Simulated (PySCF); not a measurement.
Calculation: TPSSh-D3(BJ)/def2-TZVP // CAM-B3LYP-D3(BJ)/def2-TZVP (PySCF 2.14.0). All species are isolated molecules in the gas phase. One relaxed conformer stands for a flexible species; it need not be the lowest. Delta-SCF ions had no search for a lower state. Excitations are Tamm–Dancoff values on a coarser integration grid. The basis has no diffuse functions, so Rydberg states are missing or too high.

Reference species (SMILES): `FC(F)(F)S` (neutral, multiplicity 1).

| Item | Result |
|---|---|
| S1 excitation (TDA) | 5.93 eV |
| HOMO | -7.52 eV |
| S1 oscillator strength | 0.000 |
| vertical ionisation energy (Delta-SCF) | 10.74 eV |

Changed species: `FC(S)(S)S` (3 of 4 F replaced by SH; the reference has 1 of 4 F replaced by SH).

**Question.** Predict the effect on the S1 excitation (TDA), HOMO, S1 oscillator strength and vertical ionisation energy (Delta-SCF).

**Answer.** the S1 excitation (TDA) decreases by 1.22 eV, to 4.71 eV; the HOMO rises by 0.76 eV, to -6.76 eV; the S1 oscillator strength hardly moves; the vertical ionisation energy (Delta-SCF) falls by 1.49 eV, to 9.25 eV.
